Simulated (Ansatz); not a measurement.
Cd₇⁺. Charge 1, multiplicity 2. Geometry PBE/def2-SVP; atoms count from 1.

Cartesian coordinates in Å:
```
Cd -2.5156 1.3712 -1.7493
Cd -0.5245 -2.8808 1.6472
Cd 0.1677 2.4559 -0.8325
Cd -2.3137 -1.2042 -0.1459
Cd 2.7280 1.8241 0.6867
Cd 1.7110 -0.8339 1.7635
Cd 0.7472 -0.7321 -1.3697
```

In the def2 sets Cd takes a core potential; there is no spin–orbit coupling. Another isomer (doublet) lies 0.05 eV lower at PBE0/def2-TZVP; other spin states weren't run for this one.

(1) Estimate the Mulliken populations from the PBE0/def2-TZVP orbitals of Ansatz.

(2) Where does the spin sit?

(3) And the Mayer bond orders between bonded heavy atoms (over 0.3)?

## Answers

(1) 
```csv
atom,charge (e),spin (α − β),d electrons
Cd1,0.18,0.21,9.99
Cd2,0.19,0.21,9.99
Cd3,0.14,0.10,10.00
Cd4,0.14,0.10,10.00
Cd5,0.18,0.20,9.99
Cd6,0.14,0.10,10.00
Cd7,0.03,0.07,10.00
```
Mulliken values and Mayer orders depend strongly on the basis.

(2) Summed by element: Cd 1.00, of 1 unpaired in all. Largest on single atoms: Cd2 0.21, Cd1 0.21, Cd5 0.20.

(3) Cd1–Cd3 0.36 (3.04 Å); Cd1–Cd4 0.36 (3.04 Å); Cd2–Cd4 0.36 (3.04 Å); Cd2–Cd6 0.36 (3.03 Å); Cd3–Cd5 0.36 (3.04 Å); Cd5–Cd6 0.36 (3.04 Å).
